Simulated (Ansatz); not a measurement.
Gas-phase electronic energies from Ansatz, PBE0-D4/def2-TZVP geometries. CCSD(T)/CBS is the MP2 limit (def2-TZVPP, def2-QZVPP) plus CCSD(T) − MP2 in def2-TZVPP, frozen cores. This one scheme is used for every species. Functionals use def2-TZVPP. B3LYP here is the variant with VWN-RPA as its local correlation; programs differ in this. For Ga, Se outer-core shells are correlated without core-valence functions, which leaves a few kJ/mol of doubt a bond. Scalar relativity is left out up to krypton. Each species was taken in one conformer, which may not be the lowest.

Reaction (formal exchange of groups at the Se–Ga bond): `[F][Ga]([Cl])[SeH]` + `O[SiH](O)F` → `O[Si](O)(F)[SeH]` + `[F][GaH][Cl]`

```
        level  ΔE (kcal/mol)
     BHLYP-D4           10.7
        B3LYP           10.9
      r2SCANh            9.5
      LC-ωPBE            8.6
CCSD/def2-SVP           12.7
HF/def2-TZVPP           12.4
HF/def2-QZVPP           12.1
 HF/CBS(def2)           12.0
```

Question: What does CCSD(T)/CBS give? (Estimate.)

Answer: Computed: +10.1 kcal/mol. The listed levels differ from it by 0.6, 0.8, -0.6, -1.5, 2.6, 2.3, 2.0, 1.9 kcal/mol.

Largest T1 diagnostic among the species: 0.013.

Leaving LDA and LC-ωPBE aside and taking each functional with its dispersion term where it has one, the values, not all of them listed here, spread over 3.7 kcal/mol, from B97M-V to B2PLYP. LDA lies −1.6 kcal/mol from PBE without D4. The D4 term adds −0.9 kcal/mol with B3LYP and −0.5 kcal/mol with PBE0; it sums over pairs of atoms, weighted by their polarisabilities, and B3LYP, whose exchange is more repulsive, gets the larger term. In def2-TZVPP, CCSD(T) changes the Hartree–Fock value by −1.4 kcal/mol (the triples alone add −0.1 kcal/mol) and MP2 by −1.3 kcal/mol.

CCSD(T)/CBS has its own doubt, a few kJ/mol and more with outer-core shells, so smaller differences from it don't rank the levels.
